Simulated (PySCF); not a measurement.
ClH₂Si, SMILES [SiH2]Cl (connectivity only; charge and spin as stated), charge +1, multiplicity 1. Atoms are numbered in the order given.

```xyz
4

Si     0.0000     0.0000    -0.9647
Cl     0.0000     0.0000     0.9896
H      0.0000    -1.2911    -1.6590
H      0.0000     1.2911    -1.6590
```
Charge +1, spin multiplicity 1.

The structure is a stationary point at B3LYP-D3(BJ)/def2-TZVP. The spin state was assumed, not searched. The isomer is the one that the SMILES or the coordinates give; other isomers of the formula were not compared.

Method: PBE0/pcSseg-2 run with PySCF.

GIAO shieldings, no solvent; atoms alike by connectivity are averaged. δ = σ(ref) − σ: ²⁹Si against TMS (σ = 341.9 ppm); ³⁵Cl against HCl (σ = 943.3 ppm); ¹H against TMS (σ = 31.54 ppm), references at their B3LYP-D3(BJ)/def2-TZVP geometries, non-relativistic (without spin–orbit terms, shifts of atoms bonded to Cl or Br come out too high).

Computed chemical shifts:
```json
[
 {"nucleus": "²⁹Si", "atoms": "Si1", "count": "1", "δ (ppm)": "235.5"},
 {"nucleus": "³⁵Cl", "atoms": "Cl2", "count": "1", "δ (ppm)": "392.4"},
 {"nucleus": "¹H", "atoms": "H3, H4", "count": "2", "δ (ppm)": "7.86"}
]
```
